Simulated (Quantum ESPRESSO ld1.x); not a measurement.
The mean radii <r> (bohr) of the occupied orbitals of an atom or ion are listed with their occupations. Method: Dirac Kohn-Sham, LDA (Slater exchange, Perdew-Zunger correlation), spin-unpolarised, spherical densities, point nucleus; computed with ld1.x of Quantum ESPRESSO 7.5.

| orbital | occ. | <r> |
|---|---|---|
| 1s1/2 | 2 | 0.03520 |
| 2s1/2 | 2 | 0.1536 |
| 2p1/2 | 2 | 0.1308 |
| 2p3/2 | 4 | 0.1354 |
| 3s1/2 | 2 | 0.4294 |
| 3p1/2 | 2 | 0.4237 |
| 3p3/2 | 4 | 0.4344 |
| 3d3/2 | 4 | 0.4132 |
| 3d5/2 | 6 | 0.4167 |
| 4s1/2 | 2 | 1.088 |
| 4p1/2 | 2 | 1.179 |
| 4p3/2 | 4 | 1.206 |
| 4d3/2 | 0.8 | 1.547 |
| 4d5/2 | 1.2 | 1.558 |
| 5p1/2 | 0.333333 | 2.970 |
| 5p3/2 | 0.666667 | 3.022 |

Name the element and its charge. Open shells, if any, are shared by 2j + 1.

Answer. Z = 42, molybdenum, charge +3: Mo3+ in [Kr] 4d2 5p1. The 1s radius gives Z: for a bare nucleus <r> = (2 gamma + 1)/(2Z) with gamma = sqrt(1 - (Z/c)^2), 0.03457 bohr for Z = 42, and screening makes it slightly larger (0.03520 here). The occupations add up to 39, and the charge is Z minus that.
